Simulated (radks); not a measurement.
Species: Ir III. Configuration: [Xe] 4f14 5d7.

Method: scalar-relativistic Kohn-Sham, PBE, spin-polarised, spherical densities, finite nucleus; open shells are filled with parallel spins first (spin-orbit coupling, left out, can overturn this in heavy ions); Fermi nuclear charge, rms radius 5.4032 fm; computed with a radial shooting solver on a logarithmic mesh with Libxc functionals.

Energy parts (eV):
total: -484992.75
kinetic: 538954.81
electron-nucleus: -1201951.66
Hartree: 187408.71
exchange-correlation: -9404.61

Orbitals (lengths in bohr, moments of r in powers of bohr):
orbital  occ.  eigenvalue (eV)   <1/r>
1s down     1        -76118.06   92.15
1s up       1        -76118.05   92.15
2s up       1        -13331.07   21.59
2s down     1        -13330.88   21.59
2p up       3        -11587.04   19.36
2p down     3        -11586.89   19.36
3s up       1        -3131.543   8.002
3s down     1        -3131.478   8.002
3p up       3        -2621.309   7.338
3p down     3        -2621.236   7.338
3d up       5        -2058.771   6.917
3d down     5        -2058.638   6.917
4s up       1        -681.9151   3.418
4s down     1        -681.7367   3.417
4p up       3        -514.4993   3.095
4p down     3        -514.3347   3.094
4d up       5        -308.6332   2.766
4d down     5        -308.4419   2.766
5s up       1        -116.1804   1.373
5s down     1        -114.7660   1.380
4f up       7         -79.8895   2.314
4f down     7         -79.5785   2.318
5p up       3         -73.1788   1.162
5p down     3         -71.3774   1.169
5d up       5         -25.2917  0.8043
5d down     2         -23.2206  0.7999

The highest occupied level is 5d down at -23.221 eV. Summed over all electrons, <r^2> = 42.48 bohr^2, which gives a Langevin (diamagnetic) susceptibility term of -33.6 x 10^-6 cm^3/mol. The electron density at the nucleus is 1.948e+06 e/bohr^3 (large components only). The spin density at the nucleus is -15.91 e/bohr^3 (1s -0.13, 2s -1.60, 3s 0.09, 4s 1.84, 5s -16.11). Spin moment in Bohr magnetons: 3.
